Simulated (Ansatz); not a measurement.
Born–Oppenheimer molecular dynamics of AlClFH3O2 (8 atoms, charge 0, multiplicity 1). It starts at the highest image of a converged band. Of that band: The profile has 2 maxima (images 4, 7) with wells between them (image 6): this band takes more than one step, which may be the mechanism or a detour left from its start path. A structure lower than the last end lies on the path between it and the top, so the climb from that side starts below the end, which may itself be a saddle point or a shallow side well. A vibrational analysis at the climbing image gives one clearly imaginary mode, 1229i cm⁻¹: a first-order saddle point.

Level of theory: RHF/def2-SVP in Ansatz 0.2.0.

```json
{
 "ensemble": "NVE (velocity Verlet)",
 "time step": "0.5 fs",
 "steps asked": "200",
 "starting velocities drawn for": "100 K",
 "seed": "4402"
}
```

First frame:

```xyz
8
Properties=species:S:1:pos:R:3
Al 0.068 0.040 0.041
F 0.023 -0.027 1.829
O 1.599 -0.325 -0.523
H 1.909 -0.662 -1.343
O -1.343 -0.427 -0.725
H -2.262 -0.291 -0.590
Cl -0.032 2.315 0.791
H -0.001 1.179 1.775
```

**Question.** What does the run give?

**Answer.** All steps were run.

| Item | Value |
| --- | --- |
| steps done | 200 |
| time covered | 100 fs |
| mean temperature over the second half | 472 K |
| spread of the potential energy over the second half | 8.9 meV per atom |
| mean potential energy of the second half above the start | -36.1 meV per atom |

The conserved energy stayed within 0.21 meV per atom of its start (net change -0.0017 meV per atom), so the integration is sound. The kinetic energy rose, since the run started high on the potential surface and went downhill. It ends in pieces (AlClH2O2 + FH), so much of that is their flight and rotation, not heat. A run of 0.1 ps of so small a system gives no equilibrium averages. The orbitals stay closed-shell, which can raise the energy where a bond breaks towards radicals; this wasn't checked here.

**Question.** What happens to the structure?

**Answer.** Between its relaxed ends the band would form Al1–Cl7, F2–H8 and break Cl7–H8. These pairs go: Al1–Cl7 2.40 → 2.21 Å, F2–H8 1.21 → 0.94 Å, Cl7–H8 1.50 → 3.90 Å. In the last frame they stand as after the step (other bonds may differ from the relaxed reactants and products). Also parted: Al1–F2 1.79 → 2.63 Å. It ends as AlClH2O2 + FH. Pairs count as bonded within 1.25 times the sum of covalent radii (0.12 Å more for H–H). The details hang on the random start.

**Question.** How do temperature and energy run in time?

**Answer.** 
```
time (fs)  T (K)  potential energy less start (eV)  conserved less start (meV/atom)
        0    100                             0.000                             0.00
        8     94                             0.005                             0.01
       16    183                            -0.064                             0.04
       24    429                            -0.256                            -0.09
       32    710                            -0.474                            -0.12
       40    810                            -0.552                            -0.12
       48    668                            -0.442                            -0.13
       56    517                            -0.325                            -0.13
       64    537                            -0.339                            -0.06
       72    585                            -0.375                             0.07
       80    377                            -0.213                             0.18
       88    339                            -0.184                             0.14
       96    391                            -0.226                             0.00
```

The run took 5.5 min on 1 thread of Arm Neoverse V1, on a shared host, peak memory 0.17 GiB.
